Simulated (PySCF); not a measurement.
trimethylarsine (C3H9As), SMILES C[As](C)C.

Coordinates come from a PBE0-D3(BJ)/def2-SVP optimisation.

Method: PySCF with M06-2X/def2-TZVP.

Estimate the frontier levels, gap, dipole moment and polarisability. (The exact figures need the calculation; the answer reports its results.)


```
Quantity                                                                                                        Value
---------------------------------------------------------------------------------------------  ----------------------
highest occupied level                                                                                       -7.54 eV
lowest empty level                                                                                            1.76 eV
orbital gap                                                                                                   9.31 eV
dipole moment                                                                                                  0.93 D
quadrupole, principal values (traceless, Buckingham form, about the centre of nuclear charge)   -3.38, 1.69, 1.69 D·Å
mean static polarisability                                                                      69.2 bohr³ (10.25 Å³)
polarisability, principal values                                                               61.3, 73.1, 73.1 bohr³
```
